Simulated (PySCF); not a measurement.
## Trend along the alkali metals: MBe molecules

PBE0 with triple-zeta basis sets in PySCF, for the lowest determinant that a PBE0 search found; no spin–orbit coupling. De refers to high-spin ground-configuration atoms. A positive dipole means M(−)Be(+).

```json
{"M": "Li", "basis": "cc-pVTZ", "state (unpaired electrons)": "doublet (σ ↑)", "Re (Å)": "2.582", "ωe (cm⁻¹)": "345", "De (eV)": "0.51", "μ (D)": "-2.85"}
{"M": "Na", "basis": "def2-TZVP", "state (unpaired electrons)": "doublet (σ ↑)", "Re (Å)": "2.901", "ωe (cm⁻¹)": "220", "De (eV)": "0.36", "μ (D)": "-2.75"}
{"M": "K", "basis": "pcseg-2", "state (unpaired electrons)": "doublet (σ ↑)", "Re (Å)": "3.397", "ωe (cm⁻¹)": "164", "De (eV)": "0.28", "μ (D)": "-3.70"}
{"M": "Rb", "basis": "def2-TZVP", "state (unpaired electrons)": "doublet (σ ↑)", "Re (Å)": "3.589", "ωe (cm⁻¹)": "145", "De (eV)": "0.26", "μ (D)": "-3.66"}
{"M": "Cs", "basis": "def2-TZVP", "state (unpaired electrons)": "doublet (σ ↑)", "Re (Å)": "3.752", "ωe (cm⁻¹)": "137", "De (eV)": "0.27", "μ (D)": "-4.04"}
```

The shortest bond is that of LiBe (2.582 Å), the longest that of CsBe (3.752 Å).

The rows differ in basis set, which adds steps of its own.

Down a group the atoms grow and get heavier, so bonds lengthen and wavenumbers fall; this series shows no clear exception.

Weak bonds: CsBe, KBe, NaBe, RbBe. Basis-set superposition, not corrected here, can be much of De in a small basis, most of all at correlated wavefunction levels. Functionals without a dispersion term scatter widely for such bonds, and LDA overbinds them. Spin–orbit coupling is left out. States were picked by a PBE0 search and need not be the measured ground states.
